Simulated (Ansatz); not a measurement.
`Cc1cc(-c2sc(-c3sc(S)cc3C)cc2C)sc1S`. Total charge 0; singlet. Geometry r2SCAN-D4/def2-SVP.

Cartesian coordinates in Å:
```
C 1.4828 -1.3023 5.3860
C 0.4540 -0.8116 4.4167
C 0.7028 -0.6262 3.0313
C -0.3864 -0.1656 2.2991
C -0.4374 0.0992 0.8824
S 0.9678 -0.2754 -0.0875
C 0.2104 0.2984 -1.5488
C 0.9237 0.2709 -2.8031
S 2.6696 0.3521 -2.8206
C 2.7181 0.3124 -4.5582
S 4.2274 0.2354 -5.4551
C 1.4437 0.2201 -5.0806
C 0.4126 0.1902 -4.1009
C -1.0413 0.0731 -4.4446
C -1.0786 0.7343 -1.2738
C -1.4599 0.6284 0.0884
C -2.8046 1.0581 0.5908
S -1.7575 0.0513 3.3579
C -0.8581 -0.4924 4.7465
S -1.6066 -0.4679 6.3374
H 1.7961 -2.3305 5.1374
H 2.3856 -0.6709 5.3543
H 1.0873 -1.2990 6.4114
H 1.6743 -0.8254 2.5708
H 4.7052 1.4558 -5.1064
H 1.2580 0.1711 -6.1559
H -1.5418 1.0569 -4.4574
H -1.5765 -0.5564 -3.7169
H -1.1672 -0.3687 -5.4436
H -1.7309 1.1674 -2.0332
H -2.7226 1.8166 1.3868
H -3.4005 1.4886 -0.2267
H -3.3732 0.2121 1.0124
H -2.1764 -1.7002 6.3040
```

Single mean-field runs in def2-TZVP are fitted with def2-universal-jkfit.

(1) Estimate the orbital energies around the gap (eV) in Ansatz with PBE-D4/def2-SVP, PBE-D4/def2-TZVP, r2SCAN-D4/def2-TZVP, PBE0-D4/def2-SVP, PBE0-D4/def2-TZVP.

Answers

(1) 
```
orbital  PBE-D4/def2-SVP  PBE-D4/def2-TZVP  r2SCAN-D4/def2-TZVP  PBE0-D4/def2-SVP  PBE0-D4/def2-TZVP
 HOMO−9            -8.33             -8.37                -8.68             -9.75              -9.72
 HOMO−8            -8.05             -8.07                -8.38             -9.43              -9.39
 HOMO−7            -7.06             -7.14                -7.40             -8.32              -8.33
 HOMO−6            -6.29             -6.39                -6.64             -7.51              -7.56
 HOMO−5            -6.16             -6.25                -6.49             -7.32              -7.35
 HOMO−4            -6.08             -6.16                -6.39             -7.24              -7.30
 HOMO−3            -6.07             -6.14                -6.37             -7.22              -7.23
 HOMO−2            -5.92             -6.05                -6.31             -7.19              -7.21
 HOMO−1            -5.60             -5.70                -5.90             -6.71              -6.74
   HOMO            -4.71             -4.79                -4.90             -5.57              -5.58
   LUMO            -2.47             -2.61                -2.57             -1.91              -1.99
 LUMO+1            -1.51             -1.69                -1.57             -0.75              -0.88
 LUMO+2            -0.88             -1.22                -1.03              0.03              -0.27
 LUMO+3            -0.50             -0.82                -0.61              0.44               0.12
 LUMO+4            -0.10             -0.55                -0.30              0.89               0.45
 LUMO+5             0.03             -0.39                -0.11              1.03               0.61
```
